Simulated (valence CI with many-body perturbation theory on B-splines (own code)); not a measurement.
# Au48+: input, log and results

Computed by relativistic CI+MBPT: three valence electrons over a frozen Dirac-Fock core [Ar] 3d10, radial functions for each j: 6 s, 6 p, 5 d, 3 f, 1 g, with the two-electron term Σ2, the three-electron term Σ3, Breit, model QED; selected single and double excitations, second order for the rest, scaled by the run's own slope (own B-spline code, finite nucleus).

Command, and the settings that its task file holds:

```sh
python run_cv.py task.json out
```

```
atom Au  Z=79  mass_number=197  rms_radius_fm=5.4371
core [Ar] 3d10
valence 4s2 4p1
avg = 1
basis = S
breit = 1
cap = 10000
capref = 1200
cscale = 1
de = 0.0
dress = 0
eps = 2e-08
extrap = 1
h = 0.27
hh = 1
l2 = 3
lcore = 6
maxit = 60
n2 = 5
natural = 1
nlev = 20
nno = [3, 3, 3, 2, 1]
nroot = 26
nsp = [3, 3, 2, 1, 0]
pt2 = 1
qed = 1
rpa = 1
s1 = 0
s2 = 1
s3 = 1
screen = 1
tol = 2e-05
whole = 1
```

It took 24 s on 1 thread of Arm Neoverse V1, on a shared host.

Log. The first blocks belong to the next ion, which gives the ionisation energy. Fields: 2J, parity (1 odd), roots, reference size, generating configurations, candidates as configurations/state functions, variational space P, stored matrix elements, Davidson steps; e2 is the range of second-order energies in hartree. The first line gives the box (bohr), its intervals, the orbitals and the steps of their self-consistent field. Window is the range of levels sought, series limit the energy at which the first omitted orbital would enter, core excitation an estimate of the first excitation out of the core, left out the lowest levels not solved, and shifts from estimates the range by which levels moved from their first estimate, all in cm⁻¹.

```
rmax 2.3 intervals 56 orbitals 36 references ['4s2 4p', '4s 4p2', '4s2 4d', '4p3', '4s 4p 4d'] scf 2 t 0.8
2J=0 par=0 roots 2 ref 15 generators 3 cand 92/92 P 106/106 nnz 0 it 0
2J=0 par=0 roots 2 ref 15 generators 4 cand 1/1 P 107/107 nnz 0 it 0
   second order: generators 6 cand 0/0 e2 -0.00000 -0.00000
reference levels 487, estimated 53, window 3687540 1/cm; series limit 10751039, core excitation 15500151
2J=1 par=1 roots 3 ref 30 generators 7 cand 574/871 P 840/1246 nnz 0 it 0
2J=1 par=1 roots 3 ref 30 generators 11 cand 530/801 P 951/1408 nnz 0 it 4
   second order: generators 13 cand 574/874 e2 -0.00000 -0.00000
2J=1 par=0 roots 3 ref 38 generators 6 cand 617/919 P 649/942 nnz 0 it 0
2J=1 par=0 roots 3 ref 38 generators 9 cand 515/773 P 815/1185 nnz 0 it 0
   second order: generators 16 cand 714/1105 e2 -0.00000 -0.00000
2J=3 par=1 roots 6 ref 49 generators 10 cand 560/1246 P 1113/2272 nnz 0 it 4
2J=3 par=1 roots 6 ref 49 generators 17 cand 718/1613 P 1241/2548 nnz 1e+06 it 5
   second order: generators 20 cand 590/1337 e2 -0.00000 -0.00000
2J=3 par=0 roots 5 ref 59 generators 9 cand 809/1817 P 918/1829 nnz 0 it 4
2J=3 par=0 roots 5 ref 59 generators 14 cand 698/1590 P 1082/2165 nnz 0 it 4
   second order: generators 21 cand 734/1711 e2 -0.00000 -0.00000
2J=5 par=0 roots 4 ref 61 generators 8 cand 839/2309 P 1089/2335 nnz 0 it 3
2J=5 par=0 roots 4 ref 61 generators 15 cand 767/2105 P 1163/2518 nnz 9.7e+05 it 4
   second order: generators 19 cand 693/1922 e2 -0.00001 -0.00000
2J=5 par=1 roots 4 ref 49 generators 6 cand 598/1564 P 1120/2483 nnz 0 it 3
2J=5 par=1 roots 4 ref 49 generators 15 cand 736/1935 P 1222/2760 nnz 1.2e+06 it 3
   second order: generators 18 cand 634/1658 e2 -0.00000 -0.00000
2J=7 par=1 roots 2 ref 42 generators 6 cand 706/1809 P 809/1768 nnz 0 it 3
2J=7 par=1 roots 2 ref 42 generators 10 cand 647/1639 P 907/2004 nnz 0 it 3
   second order: generators 16 cand 988/2582 e2 -0.00001 -0.00000
left out: unestimated 5351988, estimated 4273382, shifts from estimates -6 to 0
operators 2.0
```

The Davidson iterations converged. The settings are bad on purpose, so the numbers may not be properties of the ion.

No measured spectrum was set against this ion. As an estimate, large intervals hold to a few tenths of a per cent, small ones and those within an open d or f shell to about a per cent.

| Item | Value |
| --- | --- |
| Valence energy | -313.0088 hartree |
| Ionisation energy | 2707 eV (NIST: 2708 ± 4 eV (theoretical)) |
| Reference configurations for the orbitals | 4s2 4p, 4s 4p2, 4s2 4d, 4p3, 4s 4p 4d |
| Radial orbitals | 36 |
| Box radius | 2.339 bohr |
| Largest variational space | 2760 |
| Lowest levels | (4s^2 4p1/2) J=1/2 0.00, (4s 4p1/2^2) J=1/2 110.04, (4s^2 4p3/2) J=3/2 138.94, (4s 4p1/2 4p3/2) J=3/2 [a] 234.07, (4s 4p1/2 4p3/2) J=5/2 243.45, (4s 4p1/2 4p3/2) J=3/2 [b] 256.51, (4s 4p1/2 4p3/2) J=1/2 258.91, (4s^2 4d3/2) J=3/2 318.35, (4s^2 4d5/2) J=5/2 344.76, (4p1/2^2 4p3/2) J=3/2 366.40, (4s 4p3/2^2) J=5/2 380.84, (4s 4p3/2^2) J=1/2 397.73, (4s 4p3/2^2) J=3/2 401.49, (4s 4p1/2 4d3/2) J=3/2 [a] 404.96 eV |

Levels are named by their leading jj configuration (3d3/2^4 stands for four electrons in 3d with j = 3/2), which in mixed levels can hold well under half, so a name can repeat and another be missing. Letters in brackets count levels of one name in rising energy.
